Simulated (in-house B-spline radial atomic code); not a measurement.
A fraction x of an electron is removed from 3d in the chromium ion Cr⁺, starting from [Ar] 3d5 and keeping the highest spin. Computed with an all-electron radial atomic-structure program (B-spline basis): scalar-relativistic (X2C) TPSSh, spin-polarised, spherical fractional occupations, Fermi nucleus of rms radius 3.6452 fm.

Caution: exact exchange at fractional occupations of open shells leaves self-interaction of up to several eV.

```
   x  E(x) - E(0) (eV)  3d up level (eV)
   0            0.0000           -11.461
0.09            1.0782           -12.504
0.19            2.3881           -13.699
0.26            3.3769           -14.556
0.46            6.5399           -17.097
 0.5            7.2342           -17.621
0.62            9.4444           -19.223
0.74           11.8496           -20.871
0.81           13.3448           -21.852
 0.9           15.3690           -23.134
   1           17.7548           -24.587
```

The exact functional would give a straight line between the two integer points. Deviations E(x) - E(0) - x[E(1) - E(0)], in eV: -0.52 at x = 0.09, -0.985 at x = 0.19, -1.239 at x = 0.26, -1.627 at x = 0.46, -1.643 at x = 0.5, -1.564 at x = 0.62, -1.289 at x = 0.74, -1.037 at x = 0.81, -0.61 at x = 0.9.

The curve lies below the straight line by up to 1.643 eV (at x = 0.5): convex, the delocalisation error, to which spherically averaged exact exchange adds.

Task: How well does Slater's transition state (minus the level at half occupation) give the ionisation energy?

Result: It gives 17.621 eV against 17.755 eV from the two total energies; NIST lists 16.49 eV, ground level to ground level. The end point has an open shell averaged over its orbitals, so its exact exchange keeps a self-interaction and this is no true integer point.
